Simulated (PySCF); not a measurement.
Atoms are numbered as in `[O:1]=[CH:2][NH:3][C@@H:4]1[CH2:5][CH2:6][C@H:7]1[F:8]` (H(Xn): hydrogen on atom n). Ha(C5), Ha(C6) are cis to N3 on the ring; Hb(C5), Hb(C6) are trans to N3 on the ring.

[PySCF 2.14.0 with density-fitted response routines: σ from GIAO-PBE0/pcSseg-1; coordinates at the GFN2-xTB level; single conformer; no relativistic terms; no solvent model]

Shifts are taken against calculated references (same method and geometry level): ¹³C against TMS.

Do the ¹³C shifts follow the atomic charges (in e)? Tabulate both.

Results:


```tsv
atoms	hybridisation	δ (ppm)	σ para (ppm)	Hirshfeld	IAO	Mulliken	ESP-fitted
C2	sp2	158.8	-215	+0.13	+0.31	+0.42	+0.53
C7	sp3	98.1	-155	+0.06	+0.18	+0.27	+0.12
C4	sp3	49.9	-112	+0.01	-0.04	-0.11	+0.52
C6	sp3	24.7	-91	-0.08	-0.29	-0.23	-0.14
C5	sp3	22.7	-85	-0.07	-0.28	-0.14	-0.28
```

Correlation coefficients of δ with charge over these carbons: Hirshfeld +0.97, IAO +0.96, Mulliken +0.97, ESP-fitted +0.69; with the paramagnetic shielding -1.00. Among the 4 sp3 carbons alone: Hirshfeld +0.95, IAO +0.98, Mulliken +0.97, ESP-fitted +0.47. With so few points, grouped by hybridisation, these coefficients are fragile. Charge is one influence among several: hybridisation and low-lying excitations act through the paramagnetic term.

Shifts are as computed. Against solution values, carbons near 30 ppm lie about +3 ppm off and those near 130 ppm about +5 ppm (rms about the fit 2.1 ppm; single classes can miss by 10 ppm). Of 1328 compounds with measured shifts, 309 miss one by over three times the rms of a fit or turn the order of signals round; such compounds aren't used in these exercises. Signals without a measured value on file couldn't be tested in this way; 1H shifts scatter by 0.2 ppm about their fit, and single ones miss by 0.5 ppm. Hydrogen bonding in solution deshields acid and N–H amide carbonyl carbons by as much as 10 ppm beyond these values.
